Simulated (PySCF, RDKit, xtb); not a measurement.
Isomers of C2H6N2. Isolated molecules, 0 K electronic values unless said otherwise. One relaxed conformer stands for each flexible species; it need not be the lowest. Strings in code marks are SMILES.

Quantity: electronic energy of isomers of C2H6N2 relative to `[H]/N=C(/C)N`, in kcal/mol. Force-field values (RDKit) are differences of steric energies, which aren't made for comparing isomers with other bonds.

Level 1: PBE-D3(BJ)/def2-TZVP // B3LYP-D3(BJ)/def2-TZVP (PySCF)
Level 2: PBE/6-31G* // B3LYP-D3(BJ)/def2-TZVP (PySCF)
Level 3: GFN2-xTB (xtb)
Level 4: MMFF94, relaxed from the DFT geometry (RDKit)

```json
[
 {"species": "`[H]/N=C\\NC` (C–N–C–N torsion 6°)", "level 2": "7.59", "level 3": "5.07", "level 4": "0.40"},
 {"species": "`C/N=C\\N`", "level 2": "7.39", "level 3": "3.38", "level 4": "9.77"},
 {"species": "`C1NCN1`", "level 2": "33.2", "level 3": "17.8", "level 4": "8.38"},
 {"species": "`C=NCN`", "level 2": "23.7", "level 3": "22.1", "level 4": "-0.94"},
 {"species": "`C/N=C/N`", "level 2": "5.31", "level 3": "2.83", "level 4": "7.65"},
 {"species": "`C=C(N)N`", "level 2": "11.6", "level 3": "12.0", "level 4": "-49.6"}
]
```

What does level 1 give for each, and how far do the other levels lie from it on average?


- `[H]/N=C\NC` (C–N–C–N torsion 6°): 9.66
- `C/N=C\N`: 9.72
- `C1NCN1`: 37.7
- `C=NCN`: 25.8
- `C/N=C/N`: 7.79
- `C=C(N)N`: 8.43
Mean absolute difference from level 1, which has limits of its own, over these rows (drawn at random from the members that have all these levels): level 2 2.76 kcal/mol, level 3 7.16 kcal/mol, level 4 20.6 kcal/mol.
